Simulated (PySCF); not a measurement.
# What a mistake does to a calculation on BCl2H2Si cation

All numbers below are calculated, not measured. They come from PySCF 2.14.0, an open-source quantum chemistry program, on an isolated molecule that a program drew, which may never have been made. The molecule is BCl2H2Si cation (charge +1, singlet), drawn as the SMILES string `[SiH2+]B(Cl)Cl`.

Each row is a Hartree-Fock (HF) and frozen-core CCSD(T) single point in the cc-pV(D+d)Z basis, meant for a local HF minimum. Run 1 is clean. Each other run has one planted mistake out of seven kinds, and not every kind appears here: one electron removed, one electron added, multiplicity raised by two, geometry at a saddle point, minimal basis STO-3G, one bond length entered in bohr, all coordinates scaled. The reference is restricted for singlets and unrestricted otherwise, and also for a bond in bohr. Adding or removing an electron swaps singlet and doublet. Electrons count all cores. HOMO and LUMO are orbital energies over both spins, the gradient is its largest component, and the lowest frequency (negative if imaginary) is given only where the gradient is small. Bond lengths are over the 5 bonds as drawn. T1 is the CCSD diagnostic: over 0.02 (restricted) or 0.045 (unrestricted) a single reference is doubtful.

Geometry of the clean run:
```xyz
6
BCl2H2Si cation, angstrom
Si    0.0706    1.3234    0.0776
B     1.7359    0.4857    0.9310
Cl    2.6786   -0.5571   -0.0592
Cl    2.0597    0.8915    2.5703
H    -1.2435    0.6746    0.1259
H     0.1140    2.6114   -0.6219
```

| run | electrons | basis functions | <S^2> | HOMO (eV) | LUMO (eV) | gradient (hartree/bohr) | lowest frequency (cm^-1) | mean bond (Å) | longest bond (Å) | T1 | HF (hartree) | CCSD(T) (hartree) | mistake |
|---|---|---|---|---|---|---|---|---|---|---|---|---|---|
| 1 | 54 | 93 | 0.000 | -16.78 | -6.06 | 3.5e-06 | 85 | 1.6844 | 2.050 | 0.0167 | -1233.56135 | -1234.05723 | no fault |
| 2 | 53 | 93 | 0.768 | -22.67 | -14.24 | 3.8e-02 | - | 1.6844 | 2.050 | 0.0747 | -1232.98584 | -1233.47087 | one electron removed |
| 3 | 54 | 93 | 0.000 | -16.71 | -6.25 | 6.1e-02 | - | 1.8191 | 2.214 | 0.0188 | -1233.52784 | -1234.02847 | all coordinates scaled |
| 4 | 54 | 93 | 0.872 | -16.15 | -6.34 | 1.2e-02 | - | 1.9453 | 2.771 | 0.0383 | -1233.45310 | -1233.93655 | one bond length entered in bohr |
| 5 | 55 | 93 | 0.769 | -7.69 | 1.44 | 3.2e-02 | - | 1.6844 | 2.050 | 0.0142 | -1233.81345 | -1234.32086 | one electron added |
| 6 | 54 | 34 | 0.000 | -15.79 | -3.52 | 2.5e-02 | - | 1.6844 | 2.050 | 0.0152 | -1220.13043 | -1220.25324 | ? |

**Which mistake was planted in run 6, and what did it cost?**

It has 34 basis functions where the clean run has 93, with the same electrons and geometry. So the mistake is: minimal basis STO-3G. Subtracting run 1 and multiplying by 627.51 kcal/mol a hartree, the energy moved by 8428.0 kcal/mol in HF and 8662.1 kcal/mol in CCSD(T).

Cautions from the logs. Run 2: T1 is over the limit, so its CCSD(T) energy is less reliable.
